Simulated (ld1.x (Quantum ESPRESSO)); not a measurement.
Before and after: ultrasoft potential for Pb (Z = 82)

```
Element                 : lead (Pb)
Generator               : ld1.x (Quantum ESPRESSO) 7.5
Type                    : ultrasoft
Functional              : PBE
Relativity              : scalar-relativistic
Frozen core             : [Xe] 4f14
Valence charge          : 14
Reference configuration : 5d10 6s2 6p2
Partial waves           : 6s (bound): rcut 1.40, rcutus 1.90 bohr; 6s channel at 4.25 Ry: rcut 1.40, rcutus 1.90 bohr; 6p (bound): rcut 2.00, rcutus 2.15 bohr; 6p channel at 5.05 Ry: rcut 2.00, rcutus 2.15 bohr; 5d (bound): rcut 1.30, rcutus 1.50 bohr; 5d channel at 2.6 Ry: rcut 1.30, rcutus 1.50 bohr
Local potential         : all-electron potential smoothed inside 1.70 bohr (lloc = -1)
Core correction         : none
Augmentation charge     : PSQ, inside the norm-conserving radii
```

Change: augmentation PSQ, radius 1.20 bohr.

Cutoffs: the cutoffs (Ry, on a coarse ladder) from which the occupation-weighted sum of valence levels, in a spherical-Bessel basis at the reference potential, stays within 10 and 1 mRy of its value at 400 Ry; they do not see the model core or the augmentation charge, which bear on the density cutoff. Errors are all-electron minus pseudo energies relative to the spin-unpolarised reference configuration.

Question: How do hardness, ghosts and transferability respond?

Answer: The potential gets neither clearly harder nor softer (50 Ry and 90 Ry → 50 Ry and 90 Ry); both files keep a bound ghost (s); of the 7 tests that both files solve, the error grows in 7 and shrinks in 0 by more than 15 % and 0.3 meV (median size 5.4 → 54.1 meV).

| quantity | base | changed |
| --- | --- | --- |
| cutoff, loose | 50 Ry | 50 Ry |
| cutoff, tight | 90 Ry | 90 Ry |
| bound ghosts | s | s |
| error for 5d10 6s2 6p1, meV [ΔE 6.58 eV] | -1.3 | +14 |
| error for 5d10 6s2 6p0, meV [ΔE 20.02 eV] | +1.1 | +187 |
| error for 5d10 6s1 6p0, meV [ΔE 52.43 eV] | +12 | +319 |
| error for 5d10 6s1 6p3, meV [ΔE 8.74 eV] | +5.4 | +48 |
| error for 5d10 6s2 6p1.5, meV [ΔE 2.49 eV] | -0.7 | +1.4 |
| error for 5d10 6s0 6p0, meV [ΔE 95.13 eV] | +89 | +674 |
| error for 5d9 6s2 6p3, meV [ΔE 19.33 eV] | +32 | +54 |
| s: phases at 2.34 bohr within 0.05 rad from the reference energy up to (Ry; the scan ends near 5) | to the end of the scan | to the end of the scan |
| p: phases at 2.34 bohr within 0.05 rad from the reference energy up to (Ry; the scan ends near 5) | 3.8 | 3.8 |
| d: phases at 2.34 bohr within 0.05 rad from the reference energy up to (Ry; the scan ends near 5) | to the end of the scan | to the end of the scan |
| lowest overlap eigenvalue by channel | s 0.64, p 0.63, d 0.52 | s 0.64, p 0.63, d 0.52 |

 A true bound ghost makes a file unfit for plane-wave use even where its test errors are small: the radial tests pick states by their node count and pass the ghost by.
